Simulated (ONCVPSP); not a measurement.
# Transferability test, ONCV potential for zinc (Zn)

Zn (Z = 30), optimised norm-conserving Vanderbilt (ONCV), made with ONCVPSP 4.0.1 (PBEsol, scalar-relativistic). Core [Ne], reference 3s2 3p6 3d10 4s2. Waves: 3s+4s: rc 1.30 bohr, ncon 3, nbas 7, qcut 10.3 1/bohr, 2 projectors; 3p: rc 0.80 bohr, ncon 4, nbas 8, qcut 19.3 1/bohr, 2 projectors, debl 3.6 Ha; 3d: rc 0.95 bohr, ncon 5, nbas 9, qcut 18.1 1/bohr, 2 projectors, debl 4 Ha; f scattering state at 0.27 Ha: rc 1.45 bohr, ncon 4, nbas 7, qcut 6.7 1/bohr, 3 projectors, debl 1.2 Ha. Local part: polynomial inside 0.60 bohr (lpopt 5, dvloc0 -1 Ha). Core correction: polynomial model core, fcfact 0.5.

Energies are relative to the spin-unpolarised reference configuration 3s2 3p6 3d10 4s2; without spin polarisation the order of configurations can differ from experiment.

```tsv
valence configuration	charge	ΔE all-electron (eV)	error AE − PS (meV)
3s2 3p6 3d10 4s0	+2	28.249	-0.1
3s2 3p6 3d10 4s1 4p1	0	5.126	-0.4
```

(1) What are ΔE and the potential's error for 3s2 3p6 3d9 4s0?

(2) What are ΔE and the potential's error for 3s2 3p6 3d10 4s1?

Levels in the configuration 3s2 3p6 3d9 4s0:

```
level  all-electron (eV)  pseudo (eV)
   3s           -170.718     -170.795
   3p           -124.870     -124.881
   3d            -50.689      -50.693
```

Note: ghosts flagged at negative energy: f at -341.6 eV; no localised positive-energy state flagged. A true bound ghost makes a file unfit for plane-wave use.

## Answers

(1) ΔE = 68.758 eV all-electron; the error (AE − PS) is -10 meV.

(2) ΔE = 9.900 eV all-electron; the error (AE − PS) is -0.4 meV.
